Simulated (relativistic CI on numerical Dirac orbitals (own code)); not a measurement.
Os⁴⁺ (5d4) in a crystal field

Calculated by Dirac-Coulomb-Breit CI, orbitals from a KLI potential per configuration, QED by a radiative potential, valence Slater integrals scaled by 0.8, one configuration in a parametric crystal field (own radial code).

Field parameters in Wybourne normalisation: Td as Oh with Dq negative (B⁴₀ = 21Dq, B⁴₄ = √(5/14) B⁴₀). The field is a parameter set, without covalency.

S is read from ⟨S²⟩ = S(S + 1).

Levels (cm⁻¹, degeneracy): 0 (1), 8149 (3), 10213 (1), 10861 (3), 13136 (2), 13793 (3), 14783 (3), 15012 (2), 16270 (1), 18022 (3), 18511 (3), 19052 (3).

(1) Which field gives this pattern?
A. Td, 10Dq = -6800 cm⁻¹
B. Td, 10Dq = -15850 cm⁻¹
C. Td, 10Dq = -9800 cm⁻¹
D. Td, 10Dq = -12850 cm⁻¹

## Answers

(1) B. Td, 10Dq = -15850 cm⁻¹, ground level with S = 0.95.
